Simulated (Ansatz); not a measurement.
Consider the ligand exchange at the Si–C bond: `C[SiH2]N` + `[NH2][GeH2][NH2]` → `N[SiH2][NH][GeH2][NH2]` + CH₄.

Program: Ansatz. Geometries: PBE0-D4/def2-TZVP. ΔE: electronic, gas phase. CCSD(T)/CBS adds triple-zeta CCSD(T) − MP2 to the extrapolated MP2 energy (def2 sets, frozen cores). This one scheme is used for every species. Functionals use def2-TZVPP. B3LYP here is the variant with VWN-RPA as its local correlation; programs differ in this. For Ge outer-core shells are correlated without core-valence functions, which leaves a few kJ/mol of doubt a bond. Scalar relativity is left out up to krypton. Each species was taken in one conformer, which may not be the lowest.

`C[SiH2]N`:

Cartesian coordinates in Å:
```
C 0.054 1.364 0.308
Si -0.548 -0.302 -0.295
N 0.541 -1.621 -0.111
H -0.710 2.130 0.145
H 0.958 1.672 -0.224
H 0.283 1.338 1.377
H -0.855 -0.193 -1.748
H -1.785 -0.654 0.457
H 1.349 -1.708 -0.705
H 0.713 -2.024 0.796
```

`[NH2][GeH2][NH2]`:

Cartesian coordinates in Å:
```
N 0.426 -0.969 -1.119
Ge -0.391 0.390 -0.201
N 0.298 0.247 1.491
H 1.429 -0.874 -1.202
H 0.034 -1.171 -2.027
H -1.907 0.129 -0.360
H -0.061 1.832 -0.650
H 0.109 1.029 2.101
H 0.063 -0.613 1.967
```

`N[SiH2][NH][GeH2][NH2]`:

```xyz
14

N    -0.240    2.819   -0.183
Si    0.262    1.307    0.445
N     0.167    0.085   -0.749
Ge   -0.547   -1.602   -0.535
N     0.410   -2.746    0.536
H    -1.163    2.957   -0.559
H     0.153    3.674    0.172
H    -0.562    0.751    1.562
H     1.629    1.581    0.973
H     0.642    0.242   -1.626
H    -0.590   -2.217   -1.941
H    -1.923   -1.465    0.129
H     0.390   -2.504    1.518
H     1.372   -2.883    0.258
```

CH₄:

Z-matrix (Å, degrees):
```
C
H 1 1.090
H 1 1.090 2 109.5
H 1 1.090 2 109.5 3 -120.0
H 1 1.090 2 109.5 3 120.0
```

Is it downhill or uphill in electronic energy at CCSD(T)/CBS, and by how much? (Estimate.)

The calculation gave: Downhill: ΔE = -0.86 eV.

What do these levels give: PBE-D4, ωB97X-V, ωB97M-V, PBE, r2SCAN, B3LYP, HF/def2-TZVPP, CCSD(T)/def2-TZVPP, HF/def2-QZVPP, MP2/def2-QZVPP, HF/CBS(def2), CCSD/CBS(def2)? (Estimate.)

The calculation gave: PBE-D4 -0.79, ωB97X-V -0.83, ωB97M-V -0.84, PBE -0.74, r2SCAN -0.83, B3LYP -0.81, HF/def2-TZVPP -0.87, CCSD(T)/def2-TZVPP -0.88, HF/def2-QZVPP -0.88, MP2/def2-QZVPP -0.90, HF/CBS(def2) -0.88, CCSD/CBS(def2) -0.85 eV.

Largest T1 diagnostic among the species: 0.011.

The D4 term adds −0.07 eV with B3LYP and −0.04 eV with PBE0; it sums over pairs of atoms, weighted by their polarisabilities, and B3LYP, whose exchange is more repulsive, gets the larger term.
